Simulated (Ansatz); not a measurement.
CH$_{4}$ClFGeSi (`F[C@H]1[SiH2][Ge@@H]1[Cl]`) at its PBE0-D4/def2-TZVP geometry, where that method's forces vanish. Total charge 0; spin multiplicity 1.

```xyz
9

F    -0.8772    0.6320    1.9449
C    -0.7042    0.0418    0.7222
Si   -0.2257    0.9824   -0.8635
Ge    0.9631   -0.8085    0.0269
Cl    0.7112   -2.8848   -0.4735
H    -1.5118   -0.6705    0.5183
H     0.5118    2.2434   -0.6102
H    -1.1709    1.0754   -2.0029
H     2.3037   -0.6112    0.7377
```

Task: What forces (eV/Å) does ωB97M-V/def2-TZVPP give on these atoms in Ansatz? (Best estimate.)

Result: The calculation gave: 
```
F1  -0.021  0.148  0.281
C2   0.028 -0.201 -0.384
Si3 -0.025  0.069 -0.017
Ge4  0.054  0.150  0.033
Cl5 -0.013 -0.025  0.003
H6   0.068  0.054  0.012
H7  -0.091 -0.153 -0.022
H8   0.130 -0.018  0.145
H9  -0.129 -0.024 -0.051
```
